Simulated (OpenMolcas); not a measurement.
## Tb3+ in a ligand field

Tb3+ with 8 ligands (chloride) in cubic eightfold coordination (Oh) at 2.8 Å. A charge of +0.625 e stands 3.2 Å behind each ligand. Ligand basis ANO-RCC-VDZP.
```
Tb    0.0000    0.0000    0.0000
Cl    1.6166    1.6166    1.6166
Cl    1.6166    1.6166   -1.6166
Cl    1.6166   -1.6166    1.6166
Cl    1.6166   -1.6166   -1.6166
Cl   -1.6166    1.6166    1.6166
Cl   -1.6166    1.6166   -1.6166
Cl   -1.6166   -1.6166    1.6166
Cl   -1.6166   -1.6166   -1.6166
```

| Item | Value |
| --- | --- |
| Program | OpenMolcas |
| Method | CASSCF |
| Basis | ANO-RCC-VDZP [7s6p4d2f1g] |
| Scalar Hamiltonian | DKH2, point nucleus |
| Active space | 8 electrons in 7 orbitals (4f) |
| State averaging | 2S+1 = 7 even, 7 roots; 2S+1 = 5 even, 62 roots kept (CI in the orbitals of an earlier block); 2S+1 = 3 even, 3 roots kept (CI in the orbitals of an earlier block, 0 in the spin-orbit step) |
| Spin-orbit coupling | state interaction with AMFI integrals over the reference wave functions |

The lowest spin-free states (labels of O, the rotations of Oh), above the lowest:

```
   State  Degeneracy  E (cm-1)
     7T2           3       0.0
     7T1           3      27.3
     7A2           1     513.8
     5T2           3     25455
      5E           2     25466
     5T2           3     29012
      5E           2     29013
     5T2           3     29046
     5T1           3     29088
     5A1           1     29254
     5T1           3     29284
      5E           2     29296
     5A1           1     30349
     5T1           3     30447
     5T2           3     30515
      5E           2     30524
     5T2           3     35069
     5T1           3     35126
2S+1 = 5           5     35328
```

The lowest levels with spin-orbit coupling:

```
E (cm-1)  Degeneracy  Label  2S+1
     0.0           1     A2     7
     3.4           3     T2     7
     5.0           2      E     7
   104.8           3     T2     7
   116.8           3     T1     7
   135.1           1     A1     7
    1983           3     T1     7
    1984           2      E     7
    2067           3     T1     7
    2150           3     T2     7
    3343           2      E     7
    3371           3     T2     7
    3461           3     T1     7
    3632           1     A1     7
    4440           1     A2     7
    4522           3     T2     7
    4532           3     T1     7
    5283           2      E     7
    5420           3     T2     7
    5940           3     T1     7
```

Powder χT (cm3 K/mol): 7.18 at 2 K, 10.1 at 10 K, 11.1 at 50 K, 11.5 at 100 K, 11.7 at 200 K, 11.7 at 300 K. The effective moment at 300 K is 2.828 √(χT) = 9.69 μB.

Hund's rules give f8 the level 7F6 with g = 1.500, so an isolated free-ion multiplet has χT = g² J(J+1) / 8 = 11.812 cm3 K/mol. The computed 11.741 at 300 K differs by -1 %, through the field's splitting, the mixing of terms and any other multiplet in reach.

Stevens parameters of the J = 6 multiplet, which is 135 cm-1 wide (cm-1, z along the main axis): B40 = -9.523e-03, B44 = -4.762e-02, B60 = -1.904e-05, B64 = 3.996e-04.

Metal share of the active 4f orbitals (Löwdin): 100, 100, 100, 100, 100, 100, 100 %; Mulliken charge of the metal 2.11.

High states are left out of the spin-orbit mixing, which shifts the levels that they would mix with. Without dynamic correlation the ligand-field splitting of an f shell can come out too small, at times by half. A group larger than the point group allows holds several states that coincide in this model. The first state left out of the spin-orbit step lies near 46000 cm-1 above the lowest spin-free state of the reference (among the parities and spins computed), and the lists stop at four fifths of that energy or lower. No measured value stands beside these numbers; the geometry is a model, was not optimised and need not be the one that this ion takes.
